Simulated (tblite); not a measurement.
Compound: C₃H₉FOSi.
SMILES with atom numbers: `[CH3:1][C@@H:2]([CH2:3][F:4])[O:5][SiH3:6]` (hydrogens: H7, H8, H9 on C1; H10 on C2; H11, H12 on C3; H13, H14, H15 on Si6)

Computed with GFN2-xTB (tblite), gas phase: Langevin dynamics at 200 K from the optimised GFN2-xTB geometry, time step 0.5 fs, friction 0.01 fs⁻¹, 2000 steps. The instantaneous temperature is 2·E(kin)/(3Nk) with all 3N coordinates.

| t (fs) | T (K) | E(pot) above start (eV) | C1–C2 (Å) | C2–C3 (Å) | C3–F4 (Å) | C2–O5 (Å) | O5–Si6 (Å) | C1–H7 (Å) | C1–C2–C3–F4 (°) |
| --- | --- | --- | --- | --- | --- | --- | --- | --- | --- |
| 0 | 160 | 0.000 | 1.526 | 1.529 | 1.372 | 1.395 | 1.624 | 1.087 | -162 |
| 25 | 95 | 0.266 | 1.549 | 1.529 | 1.415 | 1.392 | 1.642 | 1.059 | -167 |
| 50 | 141 | 0.235 | 1.514 | 1.497 | 1.362 | 1.360 | 1.650 | 1.094 | -173 |
| 75 | 164 | 0.214 | 1.522 | 1.560 | 1.370 | 1.389 | 1.629 | 1.108 | -175 |
| 100 | 131 | 0.305 | 1.508 | 1.561 | 1.348 | 1.366 | 1.584 | 1.080 | -169 |
| 125 | 157 | 0.272 | 1.530 | 1.547 | 1.384 | 1.426 | 1.673 | 1.074 | -165 |
| 150 | 135 | 0.217 | 1.539 | 1.529 | 1.399 | 1.387 | 1.608 | 1.063 | -159 |
| 175 | 106 | 0.264 | 1.491 | 1.516 | 1.387 | 1.415 | 1.649 | 1.100 | -157 |
| 200 | 154 | 0.279 | 1.505 | 1.501 | 1.384 | 1.411 | 1.609 | 1.122 | -157 |
| 225 | 142 | 0.297 | 1.512 | 1.518 | 1.357 | 1.425 | 1.637 | 1.107 | -165 |
| 250 | 138 | 0.255 | 1.533 | 1.565 | 1.332 | 1.415 | 1.614 | 1.074 | -168 |
| 275 | 148 | 0.236 | 1.552 | 1.539 | 1.385 | 1.422 | 1.598 | 1.102 | -169 |
| 300 | 154 | 0.263 | 1.534 | 1.502 | 1.406 | 1.414 | 1.646 | 1.068 | -176 |
| 325 | 200 | 0.206 | 1.533 | 1.511 | 1.373 | 1.367 | 1.591 | 1.090 | -179 |
| 350 | 155 | 0.372 | 1.521 | 1.524 | 1.363 | 1.433 | 1.656 | 1.133 | 179 |
| 375 | 167 | 0.275 | 1.504 | 1.524 | 1.357 | 1.389 | 1.628 | 1.085 | 178 |
| 400 | 196 | 0.347 | 1.562 | 1.561 | 1.374 | 1.395 | 1.621 | 1.076 | -179 |
| 425 | 217 | 0.300 | 1.561 | 1.531 | 1.361 | 1.413 | 1.602 | 1.085 | -162 |
| 450 | 244 | 0.279 | 1.544 | 1.505 | 1.394 | 1.411 | 1.628 | 1.106 | -148 |
| 475 | 194 | 0.341 | 1.504 | 1.505 | 1.408 | 1.399 | 1.609 | 1.083 | -145 |
| 500 | 167 | 0.382 | 1.487 | 1.548 | 1.370 | 1.445 | 1.626 | 1.098 | -145 |
| 525 | 117 | 0.397 | 1.547 | 1.540 | 1.359 | 1.412 | 1.593 | 1.085 | -138 |
| 550 | 168 | 0.204 | 1.547 | 1.505 | 1.385 | 1.394 | 1.628 | 1.100 | -135 |
| 575 | 134 | 0.305 | 1.551 | 1.500 | 1.406 | 1.378 | 1.639 | 1.043 | -134 |
| 600 | 217 | 0.240 | 1.538 | 1.524 | 1.382 | 1.399 | 1.644 | 1.093 | -140 |
| 625 | 156 | 0.389 | 1.543 | 1.536 | 1.355 | 1.388 | 1.589 | 1.111 | -150 |
| 650 | 225 | 0.448 | 1.554 | 1.521 | 1.367 | 1.424 | 1.690 | 1.071 | -153 |
| 675 | 220 | 0.409 | 1.481 | 1.515 | 1.373 | 1.367 | 1.621 | 1.095 | -158 |
| 700 | 182 | 0.507 | 1.501 | 1.522 | 1.426 | 1.449 | 1.649 | 1.111 | -165 |
| 725 | 252 | 0.424 | 1.517 | 1.527 | 1.390 | 1.374 | 1.553 | 1.097 | -163 |
| 750 | 218 | 0.498 | 1.549 | 1.513 | 1.343 | 1.417 | 1.656 | 1.057 | -163 |
| 775 | 242 | 0.311 | 1.561 | 1.528 | 1.384 | 1.387 | 1.598 | 1.088 | -163 |
| 800 | 178 | 0.285 | 1.512 | 1.485 | 1.380 | 1.388 | 1.631 | 1.125 | -166 |
| 825 | 241 | 0.252 | 1.519 | 1.516 | 1.381 | 1.379 | 1.624 | 1.123 | -158 |
| 850 | 174 | 0.349 | 1.546 | 1.558 | 1.359 | 1.418 | 1.620 | 1.064 | -154 |
| 875 | 129 | 0.428 | 1.547 | 1.529 | 1.397 | 1.417 | 1.638 | 1.053 | -151 |
| 900 | 183 | 0.402 | 1.541 | 1.490 | 1.408 | 1.387 | 1.618 | 1.113 | -150 |
| 925 | 240 | 0.345 | 1.548 | 1.534 | 1.374 | 1.435 | 1.641 | 1.120 | -151 |
| 950 | 227 | 0.450 | 1.511 | 1.546 | 1.320 | 1.367 | 1.589 | 1.063 | -141 |
| 975 | 287 | 0.515 | 1.543 | 1.566 | 1.364 | 1.402 | 1.667 | 1.068 | -143 |
| 1000 | 211 | 0.592 | 1.554 | 1.552 | 1.430 | 1.342 | 1.588 | 1.132 | -146 |

Q: From 500 fs on, how do temperature and potential energy compare with equipartition?

A: The mean temperature of these 21 frames is 198 K against the target 200 K, and the mean potential energy 0.39 eV against 39 × kT/2 = 0.34 eV for 39 classical harmonic modes. For 15 atoms in a canonical ensemble the temperature itself scatters by T·√(2/(3N)) = 42 K; here its standard deviation is 44 K. The whole run lasts only 10 friction times of 100 fs, so these averages carry a wide statistical error.

Q: What are the kinetic and total energies of the listed frame with the highest potential energy?

A: The one at 1000 fs, 0.592 eV above the start. Its kinetic energy is 3NkT/2 = 0.409 eV at 211 K, so the sum is 1.00 eV; over the listed frames the sum runs from 0.31 to 1.07 eV, since the thermostat adds and removes energy.

Q: How much do the listed bonds fluctuate from 500 fs on?

A: 
```json
{"bond": "C1–C2", "at the start (Å)": "1.526", "mean (Å)": "1.533", "standard deviation (Å)": "0.023"}
{"bond": "C2–C3", "at the start (Å)": "1.529", "mean (Å)": "1.526", "standard deviation (Å)": "0.021"}
{"bond": "C3–F4", "at the start (Å)": "1.372", "mean (Å)": "1.379", "standard deviation (Å)": "0.025"}
{"bond": "C2–O5", "at the start (Å)": "1.395", "mean (Å)": "1.399", "standard deviation (Å)": "0.027"}
{"bond": "O5–Si6", "at the start (Å)": "1.624", "mean (Å)": "1.624", "standard deviation (Å)": "0.030"}
{"bond": "C1–H7", "at the start (Å)": "1.087", "mean (Å)": "1.091", "standard deviation (Å)": "0.026"}
```

The motion is classical and holds no zero-point motion.

The cost below is that of the whole dynamics run. Time: 7.6 s wall; peak memory 0.18 GiB. Hardware: an Arm Neoverse V2 with one thread, shared host.
